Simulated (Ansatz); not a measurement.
Consider the cleavage of the B–Al bond: `[OH][AlH][BH][SeH]` + HCl → `ClB[SeH]` + `[OH][AlH2]`.

Gas-phase electronic energies from Ansatz, PBE0-D4/def2-TZVP geometries. CCSD(T)/CBS is the MP2 limit (def2-TZVPP, def2-QZVPP) plus CCSD(T) − MP2 in def2-TZVPP, frozen cores. This one scheme is used for every species. DFT in def2-TZVPP. For Se outer-core shells are correlated without core-valence functions, which leaves a few kJ/mol of doubt a bond. Scalar relativity is left out up to krypton. One conformer a species, not always the lowest.

Task: Is it downhill or uphill in electronic energy at CCSD(T)/CBS, and by how much? (Estimate.)

Result: Ansatz gave: Downhill: ΔE = -0.93 eV.

Task: What do these levels give: PBE-D4, revPBE-D4, BLYP-D4, r2SCAN-D4, PBE0-D4, r2SCANh-D4, BLYP, PBE0, LC-ωPBE, SCS-MP2/def2-QZVPP, HF/CBS(def2), CCSD/CBS(def2)? (An estimate is asked.)

Result: The calculation gave: PBE-D4 -0.91, revPBE-D4 -0.93, BLYP-D4 -0.98, r2SCAN-D4 -0.99, PBE0-D4 -0.93, r2SCANh-D4 -0.99, BLYP -1.01, PBE0 -0.95, LC-ωPBE -0.98, SCS-MP2/def2-QZVPP -1.04, HF/CBS(def2) -1.12, CCSD/CBS(def2) -0.95 eV.

Largest T1 diagnostic among the species: 0.014.

The D4 term adds +0.03 eV with B3LYP and +0.02 eV with PBE0; it sums over pairs of atoms, weighted by their polarisabilities, and B3LYP, whose exchange is more repulsive, gets the larger term. In def2-TZVPP, CCSD(T) changes the Hartree–Fock value by +0.19 eV (the triples alone add +0.01 eV) and MP2 by +0.08 eV.

B3LYP here is the variant with VWN-RPA as its local correlation; programs differ in this.
